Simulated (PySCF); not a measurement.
HIOPb, SMILES [OH][Pb][I] (connectivity only; charge and spin as stated), neutral, multiplicity 1. Heavy atoms are numbered as in [Pb:1]([I:2])[OH:3]. Hydrogens are named by the atom that carries them.

The structure is a stationary point at B3LYP-D3(BJ)/def2-SVP. The def2 effective core potentials stand for the cores of I, Pb; spin–orbit coupling is left out. The values are those of a single conformer.

The numbers are results of PBE0/def2-TZVPD (PySCF), not measurements.

Mulliken values depend strongly on the basis, most of all with diffuse functions as here. ESP charges are fitted to the potential on shells at 1.4 to 2.0 van der Waals radii. Atomic charges (e), one atom of each kind:

```csv
atom,Mulliken,ESP fit
Pb1,0.75,(withheld)
I2,-0.31,(withheld)
O3 (OH),-0.72,(withheld)
H on O3,0.28,(withheld)
```

Task: What belongs in the gaps? (The exact figures need the calculation; the answer reports its results.)

Result: 
- Pb1, ESP fit: 0.54
- I2, ESP fit: -0.25
- O3 (OH), ESP fit: -0.64
- H on O3, ESP fit: 0.35
